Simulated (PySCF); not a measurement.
CHBClNO2. Atoms are numbered in the order given.

```xyz
7

B      0.4794    -0.6130     0.0000
Cl    -1.0439    -1.5474     0.0000
N      0.4410     0.8037     0.0000
C      0.0127     1.9280     0.0000
O     -0.3476     3.0426     0.0000
O      1.6725    -1.2444     0.0000
H      1.5880    -2.2094     0.0000
```

Coordinates come from a TPSSh-D3(BJ)/def2-SVP optimisation. This is a generated structure with no PubChem entry under its InChIKey; it may be hypothetical. One conformer was computed; it need not be the lowest.

Method: TPSSh-D3(BJ)/def2-SVP run with PySCF.

Frequencies are harmonic and unscaled.

Computed normal modes with their intensities:
| mode | ν (cm⁻¹) | IR (km/mol) | Raman (Å⁴/amu) | depolarisation | moving atoms (share of kinetic energy) |
|---|---|---|---|---|---|
| 1 | 43 | 0.4 | 3.6 | 0.70 | O 44 %, Cl 27 %, N 24 % |
| 2 | 96 | 1.1 | 0.5 | 0.75 | N 60 %, O 32 % |
| 3 | 317 | 18.1 | 1.0 | 0.73 | O 36 %, N 23 %, Cl 20 %, H 9 % |
| 4 | 388 | 0.5 | 1.2 | 0.62 | O 31 %, N 28 %, Cl 28 % |
| 5 | 555 | 0.9 | 1.3 | 0.75 | B 62 %, H 28 % |
| 6 | 567 | 38.7 | 7.5 | 0.12 | O 41 %, C 28 %, Cl 16 %, B 9 % |
| 7 | 587 | 129.6 | 1.7 | 0.75 | H 63 %, B 21 %, O 14 % |
| 8 | 600 | 5.3 | 3.0 | 0.11 | C 49 %, O 25 %, N 12 %, Cl 9 % |
| 9 | 609 | 40.5 | 0.1 | 0.75 | C 71 %, O 15 %, N 13 % |
| 10 | 889 | 234.1 | 3.7 | 0.69 | H 46 %, B 34 %, O 12 % |
| 11 | 1137 | 378.8 | 1.9 | 0.06 | B 39 %, H 38 %, O 18 % |
| 12 | 1367 | 339.0 | 0.5 | 0.11 | B 56 %, O 35 % |
| 13 | 1633 | 247.5 | 39.0 | 0.26 | N 46 %, O 26 %, B 24 % |
| 14 | 2456 | 1507.5 | 0.4 | 0.42 | C 69 %, N 20 %, O 11 % |
| 15 | 3820 | 123.3 | 98.3 | 0.29 | H 94 % |
